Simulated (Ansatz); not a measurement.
**Abstraction of F: C2H2F4 + GeH3 → C2H2F3 + GeH3F**

Species: C2H2F4 (norflurane) `FCC(F)(F)F`, singlet; GeH3 `[GeH3]`, doublet; C2H2F3 `[CH2]C(F)(F)F`, doublet; GeH3F (fluorogermane) `[F][GeH3]`, singlet. A radical takes F: the energy is the difference in strength between the C–F bond broken and the Ge–F bond made.

Shapes, held fixed at every level: PBE0-D4/def2-TZVP. Programs: Ansatz 0.2.0. The zero-point and thermal change to 298 K, harmonic and unscaled (PBE0-D4/def2-TZVP), is -6.9 kJ/mol.

| level | kind | ΔH(298 K) (kJ/mol) | less CCSD(T)/def2-TZVPP | CPU time (sum over the molecules) |
| --- | --- | --- | --- | --- |
| PBE-D4/def2-TZVPP | GGA | -60.0 | +10.5 | 25 s |
| B3LYP-D4/def2-TZVPP | global hybrid | -70.5 | 0.0 | 36 s |
| BHLYP-D4/def2-TZVPP | global hybrid | -77.3 | -6.8 | 29 s |
| PBE0-D4/def2-TZVPP | global hybrid | -63.0 | +7.5 | 27 s |
| CCSD(T)/def2-SVP | coupled cluster or CI | -55.8 | +14.7 | 76 s |
| CCSD/def2-SVP | coupled cluster or CI | -58.8 | +11.7 | – |
| CCSD/def2-TZVPP | coupled cluster or CI | -73.0 | -2.5 | – |
| CCSD(T)/def2-TZVPP | coupled cluster or CI | -70.5 | 0.0 | 32 min |

The highest level, CCSD(T)/def2-TZVPP, gives ΔH(298 K) = -70.5 kJ/mol; the levels span -77.3 to -55.8. The column of differences is taken from that level and isn't an error. No measured value is set beside it here. Open shells run unrestricted unless RO is named. Relativity is left out for Ge unless named. Correlated rows may include outer-core shells of Ge, which these sets cover unevenly. Times are processor times on shared x86 and Arm servers, and rough.
